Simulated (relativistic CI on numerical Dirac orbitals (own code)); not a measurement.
# Fe7+ (3d) in a crystal field

Calculated by Dirac-Coulomb-Breit CI, orbitals from a KLI potential per configuration, a model potential for QED, valence Slater integrals scaled by 0.7, one configuration in a parametric crystal field (own radial code).

Field parameters in Wybourne normalisation: Oh B⁴₀ = 21Dq, B⁴₄ = √(5/14) B⁴₀. The field is a parameter set, without covalency.

S and J are read from ⟨S²⟩ = S(S + 1) and ⟨J²⟩ = J(J + 1) of each level; they are not fictitious spins.

Oh, 10Dq = 5900 cm⁻¹, the lowest 3 levels:

| E (cm⁻¹) | Degeneracy | Irrep | S | J |
| --- | --- | --- | --- | --- |
| 0.0 | 4 | Γ8 | 0.50 | 1.81 |
| 1195 | 2 | Γ7 | 0.50 | 2.50 |
| 6499 | 4 | Γ8 | 0.50 | 2.26 |

Oh, 10Dq = 10600 cm⁻¹, the lowest 3 levels:

```
E (cm⁻¹)  Degeneracy  Irrep     S     J
     0.0           4     Γ8  0.50  1.87
    1144           2     Γ7  0.50  2.50
   11098           4     Γ8  0.50  2.22
```

The free-ion ground term has S = 1/2. Every field shown keeps that spin.

Levels of this model without a field, named by their leading LS term (the scale mimics covalency, so terms lie below those of the real free ion): 2D_3/2 0, 2D_5/2 1791 cm⁻¹.
